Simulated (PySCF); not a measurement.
CH₃F, charge +1, doublet, at a GFN2-xTB geometry (a state made from the parent by changing its charge; the spin is typed, not shown lowest). Base run: HF/aug-cc-pVDZ in PySCF.

The PySCF input:
```python
from pyscf import gto, scf

mol = gto.M(
    atom='''
C    -0.57309101    0.08399228    0.11214081
F     0.70399105   -0.11149350   -0.09491786
H    -0.84497230   -0.07079984    1.16789950
H    -0.87922493    1.08154650   -0.33862623
H    -1.17317612   -0.51125881   -0.64785744
''',
    basis='aug-cc-pvdz',
    charge=1,
    spin=1,
    verbose=4,
)

mf = scf.UHF(mol)
mf.kernel()
```

Variants of this job, named by their change:

```json
[
 {"change": "base", "ΔE vs base (mEh)": "0.000", "fitting functions": "-"},
 {"change": "auxbasis = def2-tzvp-ri", "ΔE vs base (mEh)": "0.180", "fitting functions": "197"},
 {"change": "auxbasis = cc-pvtz-ri", "ΔE vs base (mEh)": "0.047", "fitting functions": "252"},
 {"change": "auxbasis = even-tempered beta=3.0", "ΔE vs base (mEh)": "0.050", "fitting functions": "304"},
 {"change": "auxbasis = cc-pvqz-jkfit", "ΔE vs base (mEh)": "0.000", "fitting functions": "365"},
 {"change": "auxbasis = default (with mf = mf.density_fit())", "ΔE vs base (mEh)": "0.097", "fitting functions": "268"},
 {"change": "auxbasis = cc-pvtz-jkfit", "ΔE vs base (mEh)": "0.019", "fitting functions": "248"},
 {"change": "auxbasis = def2-universal-jfit", "ΔE vs base (mEh)": "4.604", "fitting functions": "131"},
 {"change": "auxbasis = even-tempered beta=2.0", "ΔE vs base (mEh)": "0.010", "fitting functions": "452"},
 {"change": "auxbasis = def2-universal-jkfit", "ΔE vs base (mEh)": "0.038", "fitting functions": "206"}
]
```

A fitting set is made for a task (jfit for Coulomb, jkfit for Coulomb and exchange, ri for correlation) and for a family of orbital bases.

Open shells are given as the SCF converged; they aren't shown to be the lowest states, and a large step between rows can be another state.
